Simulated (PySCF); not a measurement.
**Dipole response of Al⁺ (aluminium, charge +1)**

[Ne] 3s2, closed-shell 1S. All numbers are calculated (PySCF 2.14, the spin-free X2C one-electron Hamiltonian (Gaussian nucleus), in dyall-av3z). Coupled (time-dependent) response in atomic units; α is the mean over directions.

| method | mean α (bohr³) | C₆ (like pair) | S(−4) |
| --- | --- | --- | --- |
| UHF | 26.14 | 137.8 | 368.2 |
| PBE | 24.08 | 121.2 | 316.6 |
| PBE0 | 24.58 | 125.2 | 328.8 |
| BHandHLYP | 24.27 | 122.8 | 320.0 |
| TPSSh | 25.32 | 132.1 | 342.7 |

S(−4) is the Cauchy moment in α(ω) = α(0) + S(−4) ω² + …

α(iu) at PBE:

| u (hartree) | α(iu) (bohr³) |
| --- | --- |
| 0 | 24.08 |
| 0.0500 | 23.31 |
| 0.100 | 21.28 |
| 0.200 | 15.81 |
| 0.300 | 11.09 |
| 0.500 | 5.741 |
| 0.750 | 3.017 |
| 1.00 | 1.853 |
| 1.50 | 0.9249 |
| 2.00 | 0.5699 |
| 3.00 | 0.2925 |
| 5.00 | 0.1260 |

A single London oscillator, α(iu) = α/(1 + u²/ω²), gives C₆ = (3/4) ω α². Matching the computed C₆ needs ω = 4 × 121.2 / (3 × 24.08²) = 0.279 hartree.

For an ion, C₆ is the dispersion term alone; charge-induced terms of lower order in 1/R come first.
